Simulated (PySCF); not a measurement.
## IOCl₃, singlet: data card

Method: B3LYP in PySCF with I def2-SVP with ECP28, O def2-SVP, Cl def2-SVP; scalar-relativistic core potentials, no spin–orbit coupling; density-fitted integrals.

The structure is a higher-order saddle point with 2 imaginary modes.

| Item | Value |
| --- | --- |
| Point group | C2v |
| Bond lengths | I–Cl 2.494 Å (×2), I–Cl 2.608 Å, I–O 1.851 Å |
| Bond angles | Cl–I–Cl 87.3° (×2), Cl–I–Cl 174.6°, Cl–I–O 92.7° (×2), Cl–I–O 180.0° |
| Principal polarisabilities | 29.8, 105.1, 130.2 bohr³ |
| Atomisation energy without zero-point energy | 459 kJ/mol |
| Rotational constants | 0.06154, 0.03883, 0.02381 cm⁻¹ |
| Lowest empty level | -6.88 eV |
| Zero-point energy (real modes) | 12.1 kJ/mol |
| Highest occupied level | -8.36 eV |
| Dipole moment | 0.42 D |
| Principal quadrupole moments (Buckingham, traceless) about the centre of mass | -9.03, -3.21, 12.24 D Å |

Harmonic modes (masses in u: I 126.904, O 15.995, Cl 34.969):
```json
{"symmetry": "b1", "ω (cm⁻¹)": "261i", "IR (km/mol)": "–", "type": "bend"}
{"symmetry": "b1", "ω (cm⁻¹)": "45i", "IR (km/mol)": "–", "type": "bend"}
{"symmetry": "b2", "ω (cm⁻¹)": "114", "IR (km/mol)": "0.7", "type": "bend"}
{"symmetry": "a1", "ω (cm⁻¹)": "119", "IR (km/mol)": "1.4", "type": "bend"}
{"symmetry": "a1", "ω (cm⁻¹)": "234", "IR (km/mol)": "15.9", "type": "stretch"}
{"symmetry": "b2", "ω (cm⁻¹)": "236", "IR (km/mol)": "0.0", "type": "bend"}
{"symmetry": "a1", "ω (cm⁻¹)": "276", "IR (km/mol)": "0.3", "type": "stretch"}
{"symmetry": "b2", "ω (cm⁻¹)": "315", "IR (km/mol)": "114", "type": "stretch"}
{"symmetry": "a1", "ω (cm⁻¹)": "735", "IR (km/mol)": "29.2", "type": "stretch"}
```

In C2v the vibrations span 2b1 + 3b2 + 4a1. Here b1 is antisymmetric to the molecular plane and b2 lies in it.

Charges (e):
| atom | Mulliken | Löwdin | polar tensor | Mayer order to I1 |
| --- | --- | --- | --- | --- |
| I1 | 1.21 | 1.04 | 1.60 | – |
| O2 | -0.42 | -0.42 | -0.40 | 1.43 |
| Cl3,5 | -0.25 | -0.19 | -0.44 | 0.74 |
| Cl4 | -0.29 | -0.24 | -0.32 | 0.70 |

Mulliken populations on I1 (electrons outside its core potential): s 3.99, p 9.38, d 10.42.

This need not be the most stable arrangement of these atoms. At this level a singlet minimum of Cs symmetry lies 111 kJ/mol below this structure. The small gap makes a closed-shell description doubtful.

The final relaxation and frequency run took roughly 2.3 core-minutes on a shared host.
